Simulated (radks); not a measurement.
Coulomb parameter of the 4f shell of the erbium ion Er2+ in the model configuration [Xe] 4f11 6s1, as a second difference U = [E(n + 0.5) + E(n - 0.5) - 2 E(n)] / (0.5)^2 with all orbitals relaxed. "Bare": the charge of the atom changes with n. "Screened": the 6s shell takes up the change at fixed total charge, which measures U(4f,4f) + U(6s,6s) - 2 U(4f,6s). Calculated with a radial shooting solver on a logarithmic mesh with Libxc functionals: scalar-relativistic Kohn-Sham, BLYP, spin-unpolarised, spherical densities, point nucleus.

| case | configuration | E - E(n) (eV) |
|---|---|---|
| start | [Xe] 4f11 6s1 | 0.000 |
| bare +0.5 | [Xe] 4f11.5 6s1 | -10.901 |
| bare -0.5 | [Xe] 4f10.5 6s1 | 15.483 |
| screened +0.5 | [Xe] 4f11.5 6s0.5 | -3.639 |
| screened -0.5 | [Xe] 4f10.5 6s1.5 | 5.596 |

U(bare) = 18.326 eV, U(screened by 6s) = 7.829 eV, against the Slater integral F0(4f,4f) = 33.052 eV with frozen orbitals.
